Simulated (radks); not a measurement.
Results of a calculation; reference values are marked as such.
Problem. Valence configurations of Ce (all share [Xe]). Level of theory: scalar-relativistic Kohn-Sham, PBE, spin-unpolarised, spherical densities, finite nucleus; Fermi nuclear charge, rms radius 4.8771 fm (a radial shooting solver on a logarithmic mesh with Libxc functionals). Order these by energy: 4f0.5 5d1.5 6s2; 4f2 6s2; 5d2 6s1 6p1; 5d2 6s2; 4f1 5d0.5 6s2 6p0.5; 4f1 5d2 6s1; 4f0.5 5d1.5 6s1.5 6p0.5; 4f1 5d1 6s2.

Solution. From the lowest, in eV above it: 4f2 6s2 0.000; 4f1 5d1 6s2 0.314; 4f1 5d2 6s1 1.207; 4f1 5d0.5 6s2 6p0.5 1.313; 4f0.5 5d1.5 6s2 2.088; 4f0.5 5d1.5 6s1.5 6p0.5 3.354; 5d2 6s2 5.121; 5d2 6s1 6p1 7.778. NIST lists [Xe] 4f1 5d1 6s2 as the ground configuration; this level of theory puts 4f2 6s2 lower, by 0.314 eV. The energies are those of spherical spin-averaged densities, not of single terms. No valid solution was reached for [Xe] 4f2 5d1 6s1; [Xe] 4f3 5d1.
